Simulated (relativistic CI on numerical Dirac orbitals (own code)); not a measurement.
What each ingredient does to the levels of Ir66+

Base calculation: Dirac-Coulomb-Breit CI, orbitals from a KLI potential per configuration, model QED (radiative potential, 1s self-energy scaled to tabulated hydrogen-like ionisation energies), unscaled Slater integrals.

Configurations in the expansion (outside the closed core [Ne]): 3s, 3p, 3d, 4s, 4p, 4d, 4f, 5s, 5p, 5d, 5f, 5g, 6s, 6p, 6d, 7s, 7p. Levels of other configurations are missing.

Variants: (1) QED terms removed; (2) one mean potential for all configurations. Shifts of the energy above 3s 2S_1/2, in eV, for the lowest level and the first level of each name with at least 55 % of one term (blank where a level changes its place among those of its configuration and J or its character, or is not in the variant):

```csv
Level,Base,Δ(1),Δ(2)
3s 2S_1/2,0.00,0.00,0.00
3p 2P°_1/2,170.21,+5.57,+0.18
3p 2P°_3/2,621.77,+5.16,+0.18
3d 2D_3/2,817.98,+6.24,+0.05
3d 2D_5/2,919.97,+5.99,+0.04
4s 2S_1/2,3583.42,+3.60,-0.28
4p 2P°_1/2,3653.63,+5.87,-0.20
4p 2P°_3/2,3838.58,+5.69,-0.20
4d 2D_3/2,3913.01,+6.13,-0.27
4d 2D_5/2,3957.08,+6.02,-0.27
4f 2F°_5/2,3995.82,+6.11,-0.42
4f 2F°_7/2,4015.22,+6.06,-0.41
5s 2S_1/2,5176.66,+4.84,-0.34
5p 2P°_1/2,5211.86,+5.97,-0.28
```

At this charge energies of transitions that change n are usually good to better than 1 %, and those within a shell (Δn = 0) to a few per cent.

Ionisation energy from the two ground configurations alone: base 7850.66 eV; QED terms removed 7856.76 eV. The NIST ASD value (theoretical) is 7850 eV.
